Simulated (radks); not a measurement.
Valence configurations of Ru I (all share [Kr]). Method: scalar-relativistic Kohn-Sham, PBEsol, spin-unpolarised, spherical densities, point nucleus; computed with a radial shooting solver on a logarithmic mesh with Libxc functionals. Order these by energy: 4d7 5p1; 4d7 5s0.5 5p0.5; 4d6 5s2; 4d6.5 5s1 5p0.5; 4d6 5p2; 4d6 5s1 5p1; 4d7 5s1; 4d7.5 5s0.5; 4d5 5s1 5p2; 4d8.

Answer. From the lowest, in eV above it: 4d8 0.000; 4d7.5 5s0.5 0.017; 4d7 5s1 0.330; 4d6 5s2 2.005; 4d7 5s0.5 5p0.5 2.060; 4d6.5 5s1 5p0.5 2.832; 4d7 5p1 3.850; 4d6 5s1 5p1 6.010; 4d6 5p2 10.220; 4d5 5s1 5p2 14.503. NIST lists [Kr] 4d7 5s1 as the ground configuration; this level of theory puts 4d8 lower, by 0.330 eV. The energies are those of spherical spin-averaged densities, not of single terms.
